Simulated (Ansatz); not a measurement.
# Relative stability

Two relaxed structures of CH2SeSi, singlet (PBE0-D4/def2-TZVP; forces vanish, vibrations not checked).

A:

Si1  (0.464, -0.718, 0.549)
C2  (-0.230, 0.452, -0.442)
Se3  (1.312, -2.147, 1.760)
H4  (-1.025, 0.194, -1.131)
H5  (0.108, 1.480, -0.406)
(Å)

B:

```xyz
5
angstrom
Si -0.1991 -0.6943 -0.7609
C 0.4705 0.2045 0.5333
Se 1.5390 -1.3716 0.8895
H 0.7286 -2.0679 1.9269
H 0.6104 1.0779 1.1513
```

Ansatz 0.2.0; basis: def2-TZVPP; cores frozen in the correlated methods. Filled d shells of the heavier atoms are correlated. The def2 sets are not built for correlating such inner shells, so the correlated values are less sure here. B3LYP uses VWN-RPA correlation.

Which structure is lower at CCSD(T), and by how much? (To be estimated.)

By the calculation: A, by 75.2 kJ/mol (electronic energy, against the other). By their contacts, A is CH₂SeSi ([CH2][Si][Se]) and B is CH₂SeSi ([CH]1[Si][SeH]1).

All methods give the same order:

```
   method  E(B) − E(A) (kJ/mol)
   PBE-D4                  77.8
r2SCAN-D4                  92.4
  PBE0-D4                  79.7
 B3LYP-D4                  85.8
  wB97M-V                  73.3
       HF                  97.2
      MP2                  81.9
     CCSD                  77.2
  CCSD(T)                  75.2
```

The T1 diagnostic stays at or below 0.015.

Labels in which every atom is bracketed show which atoms are joined, not bond orders.

For scale, one of the runs: CCSD(T)/def2-TZVPP, 149 basis functions, launched by `ansatz run in.yaml --threads 2 --pin off --events-out ev --progress --plain --max-ram 4352MiB`. Time: 8 s of wall clock on 2 CPU threads of an AMD EPYC 9R45; the host was shared. Peak host memory: 0.92 GiB.
